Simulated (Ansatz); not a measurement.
```yaml
crystal:
  periodic: [false, false, false]
  atoms:
    - {symbol: C, position_ang: [-1.325320, 1.080785, 0.826673]}
    - {symbol: C, position_ang: [-0.014766, 1.381696, 0.109726]}
    - {symbol: Ga, position_ang: [0.958488, -0.191612, -0.553987]}
    - {symbol: C, position_ang: [0.569450, -2.107715, -0.470375]}
    - {symbol: Cl, position_ang: [2.820035, 0.285853, -1.570198]}
    - {symbol: H, position_ang: [-1.815819, 1.996326, 1.170185]}
    - {symbol: H, position_ang: [-1.172931, 0.448481, 1.705375]}
    - {symbol: H, position_ang: [-2.034385, 0.560260, 0.177490]}
    - {symbol: H, position_ang: [0.677253, 1.926952, 0.760160]}
    - {symbol: H, position_ang: [-0.175579, 2.037545, -0.752395]}
    - {symbol: H, position_ang: [0.542842, -2.519527, -1.481668]}
    - {symbol: H, position_ang: [-0.379846, -2.315568, 0.024879]}
    - {symbol: H, position_ang: [1.370878, -2.618175, 0.068835]}
basis:
  gaussian: {orbitals: aug-pcseg-2}
hamiltonian: {xc: {name: HF}}
correlation: {active_space: {window: {electrons: 6, orbitals: 2}}}
```

```sh
$ ansatz run in.yaml --threads 2 --pin off --events-out ev --progress --plain --max-ram 32768MiB --backend cuda --devices 0, --max-vram 18GiB
```

It prints (some lines left out):

```
Functional definition: HF
2604 factors; integrals over basis functions are off by at most 9.4e-4 eV
mean field evaluation 1: about -68054.7490 eV, gradient 4.3e1 eV
mean field evaluation 2: about -68054.8722 eV, gradient 4.3e1 eV
mean field evaluation 4: about -68059.4852 eV, gradient 3.7e0 eV
mean field evaluation 8: about -68059.5398 eV, gradient 2.1e-1 eV
mean field -68059.54001111 eV, -2501.1419629951 hartree, gradient 2.5e-6 eV, S^2 0.000000; 0 other end points of the search recorded, 0 dependent functions left out
reference -68059.54001111 eV, -2501.1419629951 hartree; 37, 37 occupied and 394, 394 virtual orbitals, 2604 factors
Error: 6 electrons in 2 orbitals form no window around the highest filled level of the reference
```

(1) What is wrong with this run?

Answers

(1) The active space doesn't fit the electrons. The run stopped with an error.
